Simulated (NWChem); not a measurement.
System: ZnCl, doublet; SMILES [Cl][Zn]

Input file for NWChem:

```
start job
memory heap 200 mb stack 900 mb global 1100 mb
geometry units angstroms noautosym nocenter noautoz
  Zn     0.000000     0.000000    -0.775852
  Cl     0.000000     0.000000     1.386832
end
basis spherical
  * library cc-pvtz
end
dft
  odft
  mult 2
  xc xpbe96 cpbe96
  iterations 150
end
property
  efieldgrad
end
task dft property
```

Excerpt of the output:

```
             Northwest Computational Chemistry Package (NWChem) 7.3.0
             --------------------------------------------------------

                             Geometry "geometry" -> ""
                             -------------------------

 Output coordinates in angstroms (scale by  1.889725989 to convert to a.u.)

  No.       Tag          Charge          X              Y              Z
 ---- ---------------- ---------- -------------- -------------- --------------
    1 Zn                  30.0000     0.00000000     0.00000000    -0.77585200
    2 Cl                  17.0000     0.00000000     0.00000000     1.38683200

 Effective nuclear repulsion energy (a.u.)     124.7895656461

  pbe96 is a nonlocal functional; adding pw91lda local functional.
                              NWChem Property Module
                              ----------------------

  itol2e modified to match energy
  convergence criterion.

                                 NWChem DFT Module
                                 -----------------

 Summary of "ao basis" -> "ao basis" (spherical)
 ------------------------------------------------------------------------------
       Tag                 Description            Shells   Functions and Types
 ---------------- ------------------------------  ------  ---------------------
 Zn                         cc-pvtz                 20       68   7s6p4d2f1g
 Cl                         cc-pvtz                 12       34   5s4p2d1f

  itol2e modified to match energy
  convergence criterion.

            General Information
            -------------------
          SCF calculation type: DFT
          Wavefunction type:  spin polarized.
          No. of atoms     :     2
          No. of electrons :    47
           Alpha electrons :    24
            Beta electrons :    23
          Charge           :     0
          Spin multiplicity:     2
          Use of symmetry is: off; symmetry adaption is: off
          Maximum number of iterations: 150
          AO basis - number of functions:   102
                     number of shells:    32
          Convergence on energy requested:  1.00D-07
          Convergence on density requested:  1.00D-05
          Convergence on gradient requested:  5.00D-04

              XC Information
              --------------
          PerdewBurkeErnzerhof Exchange Functional  1.000
            Perdew 1991 LDA Correlation Functional  1.000 local
           PerdewBurkeErnz. Correlation Functional  1.000 non-local

             Grid Information
             ----------------
          Grid used for XC integration:  fine
          Radial quadrature: Mura-Knowles
          Angular quadrature: Lebedev.
          Tag              B.-S. Rad. Rad. Pts. Rad. Cut. Ang. Pts.
          ---              ---------- --------- --------- ---------
          Zn                  1.35      140           8.0       974
          Cl                  1.00      123          10.0       770
          Grid pruning is: on
          Number of quadrature shells:   263
          Spatial weights used:  Erf1

      Superposition of Atomic Density Guess
      -------------------------------------

 Sum of atomic energies:       -2237.33307839

      Non-variational initial energy
      ------------------------------

 Total energy =   -2237.471992
 1-e energy   =   -3368.309011
 2-e energy   =    1006.047454
 HOMO         =      -0.185036
 LUMO         =       0.063468

   convergence    iter        energy       DeltaE   RMS-Dens  Diis-err
 ---------------- ----- ----------------- --------- --------- ---------
 d= 0,ls=0.0,diis     1  -2239.1539588550 -2.36D+03  8.54D-03  3.17D-01
                                                     6.55D-03  3.00D-01
 d= 0,ls=0.0,diis     2  -2239.0626729394  9.13D-02  5.86D-03  2.41D-01
                                                     6.00D-03  2.47D-01
 d= 0,ls=0.0,diis     3  -2239.1565603436 -9.39D-02  2.16D-03  1.06D-01
                                                     2.28D-03  1.05D-01
 d= 0,ls=0.0,diis     4  -2239.2208140280 -6.43D-02  4.29D-04  1.12D-02
                                                     3.61D-04  1.05D-02
 d= 0,ls=0.0,diis     5  -2239.2215700545 -7.56D-04  3.93D-04  3.79D-03
                                                     3.07D-04  3.91D-03
  Resetting Diis
 d= 0,ls=0.0,diis     6  -2239.2223144336 -7.44D-04  6.50D-05  8.28D-05
                                                     8.79D-05  8.83D-05
 d= 0,ls=0.0,diis     7  -2239.2223662086 -5.18D-05  2.66D-05  3.35D-06
                                                     3.03D-05  3.37D-06
 d= 0,ls=0.0,diis     8  -2239.2223634626  2.75D-06  1.69D-05  1.43D-05
                                                     1.67D-05  1.38D-05
 d= 0,ls=0.0,diis     9  -2239.2223675861 -4.12D-06  2.84D-06  1.04D-07
                                                     2.35D-06  1.12D-07
 d= 0,ls=0.0,diis    10  -2239.2223676331 -4.70D-08  7.35D-07  3.31D-08
                                                     1.03D-06  3.12D-08

         Total DFT energy =    -2239.222367633149
      One electron energy =    -3366.317983223686
           Coulomb energy =     1101.201165926640
    Exchange-Corr. energy =      -98.895115982238
 Nuclear repulsion energy =      124.789565646135

 Numeric. integr. density =       47.000000007183

                    DFT Final Alpha Molecular Orbital Analysis
                    ------------------------------------------

 Vector   22  Occ=1.000000D+00  E=-2.699950D-01
              MO Center=  6.1D-12, -5.8D-11,  1.3D+00, r^2= 1.4D+00
   Bfn.  Coefficient  Atom+Function         Bfn.  Coefficient  Atom+Function
  ----- ------------  ---------------      ----- ------------  ---------------
    77      0.379574  2 Cl px                78     -0.366950  2 Cl py
    83      0.256156  2 Cl px                84     -0.247637  2 Cl py
    80      0.186436  2 Cl px                81     -0.180235  2 Cl py
    29      0.099227  1 Zn d  1              27      0.095927  1 Zn d -1
    17      0.053560  1 Zn px                18     -0.051779  1 Zn py

 Vector   23  Occ=1.000000D+00  E=-2.699950D-01
              MO Center=  2.9D-10,  2.7D-10,  1.3D+00, r^2= 1.4D+00
   Bfn.  Coefficient  Atom+Function         Bfn.  Coefficient  Atom+Function
  ----- ------------  ---------------      ----- ------------  ---------------
    78      0.379574  2 Cl py                77      0.366950  2 Cl px
    84      0.256156  2 Cl py                83      0.247637  2 Cl px
    81      0.186436  2 Cl py                80      0.180235  2 Cl px
    27     -0.099227  1 Zn d -1              29      0.095927  1 Zn d  1
    18      0.053560  1 Zn py                17      0.051779  1 Zn px

 Vector   24  Occ=1.000000D+00  E=-2.080938D-01
              MO Center=  8.0D-10, -4.8D-10, -8.7D-01, r^2= 3.3D+00
   Bfn.  Coefficient  Atom+Function         Bfn.  Coefficient  Atom+Function
  ----- ------------  ---------------      ----- ------------  ---------------
     4      0.722059  1 Zn s                 79     -0.283250  2 Cl pz
    85     -0.214347  2 Cl pz                16      0.199857  1 Zn pz
     7     -0.181315  1 Zn s                 82     -0.138060  2 Cl pz
    28     -0.105598  1 Zn d  0              25      0.090301  1 Zn pz
    19      0.074844  1 Zn pz                71      0.055925  2 Cl s

 Vector   25  Occ=0.000000D+00  E=-5.981167D-02
              MO Center= -1.3D-10, -5.4D-10, -8.0D-01, r^2= 4.7D+00
   Bfn.  Coefficient  Atom+Function         Bfn.  Coefficient  Atom+Function
  ----- ------------  ---------------      ----- ------------  ---------------
    15      0.462644  1 Zn py                14      0.451024  1 Zn px
    24      0.424222  1 Zn py                23      0.413566  1 Zn px
    84     -0.158156  2 Cl py                83     -0.154183  2 Cl px
    78     -0.093062  2 Cl py                77     -0.090724  2 Cl px
    18     -0.073152  1 Zn py                17     -0.071315  1 Zn px

 Vector   26  Occ=0.000000D+00  E=-5.981167D-02
              MO Center= -1.2D-09,  1.3D-09, -8.0D-01, r^2= 4.7D+00
   Bfn.  Coefficient  Atom+Function         Bfn.  Coefficient  Atom+Function
  ----- ------------  ---------------      ----- ------------  ---------------
    14      0.462644  1 Zn px                15     -0.451024  1 Zn py
    23      0.424222  1 Zn px                24     -0.413566  1 Zn py
    83     -0.158156  2 Cl px                84      0.154183  2 Cl py
    77     -0.093062  2 Cl px                78      0.090724  2 Cl py
    17     -0.073152  1 Zn px                18      0.071315  1 Zn py

 Vector   27  Occ=0.000000D+00  E= 8.152843D-03
              MO Center= -2.5D-10,  8.9D-11, -6.0D-01, r^2= 7.7D+00
   Bfn.  Coefficient  Atom+Function         Bfn.  Coefficient  Atom+Function
  ----- ------------  ---------------      ----- ------------  ---------------
    25      1.081021  1 Zn pz                73     -0.649282  2 Cl s
     4     -0.368444  1 Zn s                 85      0.275967  2 Cl pz
     7      0.229791  1 Zn s                 71     -0.137441  2 Cl s
    28      0.126791  1 Zn d  0              79      0.124167  2 Cl pz
    19      0.115043  1 Zn pz                16      0.114048  1 Zn pz

                     DFT Final Beta Molecular Orbital Analysis
                     -----------------------------------------

 Vector   21  Occ=1.000000D+00  E=-3.222900D-01
              MO Center= -3.7D-11, -3.7D-10,  7.5D-01, r^2= 2.1D+00
   Bfn.  Coefficient  Atom+Function         Bfn.  Coefficient  Atom+Function
  ----- ------------  ---------------      ----- ------------  ---------------
    79      0.424306  2 Cl pz                 4      0.393786  1 Zn s
    28      0.255146  1 Zn d  0              85      0.239790  2 Cl pz
    82      0.203712  2 Cl pz                19     -0.146183  1 Zn pz
    73      0.105619  2 Cl s                 71      0.098639  2 Cl s
     5     -0.060790  1 Zn s                 16      0.043396  1 Zn pz

 Vector   22  Occ=1.000000D+00  E=-2.671006D-01
              MO Center= -1.2D-11, -5.9D-12,  1.3D+00, r^2= 1.4D+00
   Bfn.  Coefficient  Atom+Function         Bfn.  Coefficient  Atom+Function
  ----- ------------  ---------------      ----- ------------  ---------------
    77      0.373453  2 Cl px                78     -0.370858  2 Cl py
    83      0.256845  2 Cl px                84     -0.255060  2 Cl py
    80      0.184363  2 Cl px                81     -0.183081  2 Cl py
    29      0.102450  1 Zn d  1              27      0.101738  1 Zn d -1
    17      0.051093  1 Zn px                18     -0.050738  1 Zn py

 Vector   23  Occ=1.000000D+00  E=-2.671006D-01
              MO Center= -1.3D-10, -1.5D-10,  1.3D+00, r^2= 1.4D+00
   Bfn.  Coefficient  Atom+Function         Bfn.  Coefficient  Atom+Function
  ----- ------------  ---------------      ----- ------------  ---------------
    78      0.373453  2 Cl py                77      0.370858  2 Cl px
    84      0.256845  2 Cl py                83      0.255060  2 Cl px
    81      0.184363  2 Cl py                80      0.183081  2 Cl px
    27     -0.102450  1 Zn d -1              29      0.101738  1 Zn d  1
    18      0.051093  1 Zn py                17      0.050738  1 Zn px

 Vector   24  Occ=0.000000D+00  E=-1.673693D-01
              MO Center= -5.1D-10, -1.4D-09, -8.1D-01, r^2= 3.4D+00
   Bfn.  Coefficient  Atom+Function         Bfn.  Coefficient  Atom+Function
  ----- ------------  ---------------      ----- ------------  ---------------
     4      0.749044  1 Zn s                 79     -0.274290  2 Cl pz
    85     -0.238657  2 Cl pz                 7     -0.230504  1 Zn s
    82     -0.135120  2 Cl pz                19      0.126511  1 Zn pz
    28     -0.121036  1 Zn d  0              73      0.113771  2 Cl s
    71      0.067869  2 Cl s                 16      0.065835  1 Zn pz

 Vector   25  Occ=0.000000D+00  E=-3.532601D-02
              MO Center= -1.3D-10, -4.3D-10, -7.7D-01, r^2= 4.8D+00
   Bfn.  Coefficient  Atom+Function         Bfn.  Coefficient  Atom+Function
  ----- ------------  ---------------      ----- ------------  ---------------
    24      0.437261  1 Zn py                23      0.434315  1 Zn px
    15      0.416677  1 Zn py                14      0.413870  1 Zn px
    84     -0.146224  2 Cl py                83     -0.145239  2 Cl px
    78     -0.099624  2 Cl py                77     -0.098953  2 Cl px
    81     -0.059779  2 Cl py                80     -0.059376  2 Cl px

 Vector   26  Occ=0.000000D+00  E=-3.532601D-02
              MO Center= -1.7D-09,  1.5D-09, -7.7D-01, r^2= 4.8D+00
   Bfn.  Coefficient  Atom+Function         Bfn.  Coefficient  Atom+Function
  ----- ------------  ---------------      ----- ------------  ---------------
    23      0.437261  1 Zn px                24     -0.434315  1 Zn py
    14      0.416677  1 Zn px                15     -0.413870  1 Zn py
    83     -0.146224  2 Cl px                84      0.145239  2 Cl py
    77     -0.099624  2 Cl px                78      0.098953  2 Cl py
    80     -0.059779  2 Cl px                81      0.059376  2 Cl py

   alpha - beta orbital overlaps
   -----------------------------

   alpha      1      2      3      4      5      6      7      8      9     10
    beta      1      2      3      4      5      6      7      8      9     10
 overlap   1.000  1.000  1.000  1.000  1.000  1.000  1.000  1.000  1.000  1.000

   alpha     11     12     13     14     15     16     17     18     19     20
    beta     11     12     13     14     15     16     17     18     19     20
 overlap   1.000  1.000  1.000  1.000  1.000  1.000  1.000  1.000  1.000  1.000

[...]

          -----------------------
          Electric field gradient
          -----------------------

 1 a.u. = 0.324123 10**(16) esu/cm**3  ( or statvolts/cm**2 ) = 0.97174 10**(22) v/m**2

 ------------------------------------------------------------
   Atom      X         Y         Z
 ------------------------------------------------------------
    1 Zn   0.00000   0.00000  -1.46615
 ------------------------------------------------------------

 Electric field gradient in molecular frame (a.u.)
         XX             YY             ZZ             XY             XZ             YZ
 ------------------------------------------------------------------------------------------
       -0.575376      -0.575376       1.150752       0.000000      -0.000000       0.000000

 Principal components (a.u.) and orientation
 of principal axis w.r.t. absolute frame                      Asymmetry parameter eta
 --------------------------------------------------------------------------------------
        1.150752      -0.575376      -0.575376                       0.000000

       -0.000000       0.735667       0.677343
        0.000000      -0.677343       0.735667
        1.000000       0.000000       0.000000

 ------------------------------------------------------------
   Atom      X         Y         Z
 ------------------------------------------------------------
    2 Cl   0.00000   0.00000   2.62073
 ------------------------------------------------------------

 Electric field gradient in molecular frame (a.u.)
         XX             YY             ZZ             XY             XZ             YZ
 ------------------------------------------------------------------------------------------
        0.858927       0.858927      -1.717854       0.000000      -0.000000      -0.000000

 Principal components (a.u.) and orientation
 of principal axis w.r.t. absolute frame                      Asymmetry parameter eta
 --------------------------------------------------------------------------------------
       -1.717854       0.858927       0.858927                       0.000000

        0.000000       0.714464      -0.699672
        0.000000       0.699672       0.714464
        1.000000      -0.000000      -0.000000
```

Level: PBE/cc-pVTZ, spin-unrestricted. Coordinates come from a PBE0/def2-SVP, spin-unrestricted optimisation. The spin multiplicity was typed, not searched, and may not be the lowest. No stability test was run on the SCF state. NWChem prints the field gradient with the sign opposite to the second derivative of the potential.
